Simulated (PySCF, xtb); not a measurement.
Ge(OH)2(SH)2 (GeH4O2S2), SMILES [OH][Ge]([OH])([SH])[SH]. The values are those of a single conformer.

Harmonic wavenumbers (cm⁻¹) from xtb with GFN2-xTB at its own minimum, in rising order: 89, 117, 125, 141, 166, 172, 195, 198, 283, 344, 392, 530, 538, 685, 698, 776, 781, 2462, 2466, 3631, 3635.

Q: What does PBE-D3(BJ)/def2-SVP in PySCF 2.14.0 give at its own minimum? (An estimate is asked for; the answer gives what the named calculation found.)

A: 83, 117, 144, 168, 200, 210, 230, 274, 278, 372, 422, 661, 680, 714, 727, 884, 906, 2614, 2614, 3708, 3710. Paired by order, the mean absolute difference is 63 cm⁻¹ and the zero-point energies are 26.3 and 28.2 kcal/mol.
